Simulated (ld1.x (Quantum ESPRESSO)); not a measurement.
# Transferability test, TM potential for boron

B, norm-conserving Troullier–Martins (Kleinman–Bylander form), made with ld1.x (Quantum ESPRESSO) 7.5 (PBE, scalar-relativistic). Core [He], reference 2s2 2p1. Waves: 2s (bound): rc 1.30 bohr; 2p (bound): rc 2.55 bohr. Local part: all-electron potential smoothed inside 1.75 bohr (lloc = -2). Core correction: a·sin(br)/r model core, default radius (core density twice the valence density).

Energies are relative to the spin-unpolarised reference configuration 2s2 2p1; without spin polarisation the order of configurations can differ from experiment. The frozen-core shift is the all-electron ΔE with the core orbitals held at their reference shape minus the fully relaxed ΔE.

Give the all-electron excitation energy and the error of the potential for: 2s2 2p0; 2s1 2p0; 2s2 2p0.5; 2s0 2p3; 2s1 2p1; 2s1 2p2; 2s2 2p1.3.

```csv
valence configuration,charge,ΔE all-electron (eV),error AE − PS (meV),frozen-core shift (meV)
2s2 2p0,+1,8.220,+45,+0.3
2s1 2p0,+2,33.642,+160,+5.5
2s2 2p0.5,+0.5,2.887,+5.7,0.0
2s0 2p3,0,11.721,-33,+1.8
2s1 2p1,+1,14.361,-25,+1.0
2s1 2p2,0,5.851,-8.1,+0.5
2s2 2p1.3,-0.3,-0.738,+0.4,0.0
```

Levels in the configuration 2s1 2p2:

```
level  all-electron (eV)  pseudo (eV)
   2s             -9.921       -9.954
   2p             -4.058       -4.075
```
